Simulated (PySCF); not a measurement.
H3OSi, SMILES [OH+]=[SiH2], charge +1. Coordinates come from a PBE-D3(BJ)/def2-TZVP optimisation. The isomer is the one that the SMILES or the coordinates give; other isomers of the formula were not compared.

Computed with PySCF with PBE-D3(BJ)/def2-TZVP.

Harmonic wavenumbers (cm⁻¹): 571, 598, 689, 737, 898, 1047, 2218, 2299, 3672. Rotational constants (GHz): 125.1, 16.10, 14.27; symmetry number 1.

### Question
Work out the zero-point energy and the ideal-gas rigid-rotor harmonic-oscillator thermochemistry at 298.15 K and 1 atm.

### Answer
ZPE = ½ Σ hcν = ½ × 12729 cm⁻¹ = 18.20 kcal/mol. H − E(el) = 20.97 kcal/mol. Entropy in cal/(mol K): translation 37.47, rotation 19.95, vibration 1.76, total 59.19. G − E(el) = 3.32 kcal/mol. Cp = 12.53 cal/(mol K).
